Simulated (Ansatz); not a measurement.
Mulliken charges of CH5BFNO (`COB(N)F`) from B3LYP/def2-TZVPP in Ansatz (PBE0-D4/def2-TZVP geometry).

```csv
atom,x (Å),y (Å),z (Å),charge (e)
C1,0.133,-0.761,-1.505,-0.115
O2,0.608,-0.079,-0.364,-0.342
B3,-0.248,0.281,0.629,0.437
N4,0.215,0.961,1.762,-0.331
F5,-1.557,-0.016,0.530,-0.290
H6,0.993,-0.977,-2.139,0.115
H7,-0.578,-0.150,-2.068,0.102
H8,-0.354,-1.702,-1.236,0.102
H9,1.181,1.205,1.882,0.161
H10,-0.393,1.238,2.509,0.161
```

Q: By hand: the dipole of these point charges (1 e Å = 4.8032 D).

A: Σ q r = (0.195, 0.016, -0.041) e Å, of length 0.200 e Å = 0.96 D.

Q: How does the dipole of the full density compare? (Estimate.)

A: The calculation gave: (0.140, 0.063, 0.070) e Å, 0.81 D; the point charges give 1.19 times that, at 41° from its direction.

Point charges leave out the atoms' own dipoles, such as those of lone pairs, and Mulliken's split depends on the basis, so the two needn't agree.

B3LYP here is the variant with VWN-RPA as its local correlation; programs differ in this.
